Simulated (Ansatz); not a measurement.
Li₃N₂⁻, relaxed as a singlet with RKS B3LYP-D4/def2-TZVPD in Ansatz, starting from the GFN2-xTB geometry. Force threshold 0.02 eV/Å.

The restricted singlet is unstable towards broken spin symmetry in Hartree–Fock (as tested in another run); at B3LYP-D4/def2-TZVPD this wasn't settled. The highest occupied level of the charge -1 singlet lies above zero (up to 0.60 eV). The electron is either unbound and held by the finite basis, or the level is raised by self-interaction error. Another isomer (singlet) lies 0.32 eV lower at PBE0-D4/def2-TZVPD; other spin states weren't run for this one.

Start:

```xyz
5

Li   -0.614   -1.181    1.022
Li    1.438   -0.481   -0.717
Li   -0.847   -0.639   -1.259
N     0.457    1.299    0.103
N    -0.434    1.001    0.850
```

```json
{"step": "1", "energy (eV)": "-3594.4591", "largest force component (eV/Å)": "2.295", "SCF passes": "24"}
{"step": "2", "energy (eV)": "-3594.7630", "largest force component (eV/Å)": "1.024", "SCF passes": "32"}
{"step": "3", "energy (eV)": "-3594.8743", "largest force component (eV/Å)": "0.477", "SCF passes": "31"}
{"step": "4", "energy (eV)": "-3594.9517", "largest force component (eV/Å)": "0.537", "SCF passes": "32"}
{"step": "5", "energy (eV)": "-3595.0159", "largest force component (eV/Å)": "1.205", "SCF passes": "31"}
{"step": "6", "energy (eV)": "-3595.1625", "largest force component (eV/Å)": "0.881", "SCF passes": "43"}
{"step": "7", "energy (eV)": "-3595.3678", "largest force component (eV/Å)": "0.783", "SCF passes": "40"}
{"step": "8", "energy (eV)": "-3595.4442", "largest force component (eV/Å)": "1.265", "SCF passes": "38"}
{"step": "9", "energy (eV)": "-3595.5447", "largest force component (eV/Å)": "1.110", "SCF passes": "33"}
{"step": "10", "energy (eV)": "-3595.6090", "largest force component (eV/Å)": "0.358", "SCF passes": "32"}
{"step": "11", "energy (eV)": "-3595.6173", "largest force component (eV/Å)": "0.012", "SCF passes": "33"}
{"step": "12 (rejected)", "energy (eV)": "-3595.5290", "largest force component (eV/Å)": "1.132", "SCF passes": "36"}
{"step": "13", "energy (eV)": "-3595.6176", "largest force component (eV/Å)": "0.039", "SCF passes": "31"}
{"step": "14", "energy (eV)": "-3595.6177", "largest force component (eV/Å)": "0.014", "SCF passes": "32"}
```

Force components are those of the run's own axes.

End:

```tsv
atom	x (Å)	y (Å)	z (Å)
Li1	-1.669	-0.533	1.601
Li2	1.831	0.658	-1.360
Li3	-0.692	-0.517	-1.026
N4	0.707	0.347	0.018
N5	-0.177	0.046	0.766
```

Bonds lost: Li1–Li2 (atoms count from 1). Bonds formed: Li3–N4, Li3–N5 (atoms count from 1).

The force fell under the threshold at step 11, but the optimiser went on. No frequencies were taken in this run, so the end may be a saddle point.

Run time 12 s (4 threads of Arm Neoverse V2 on a shared host).
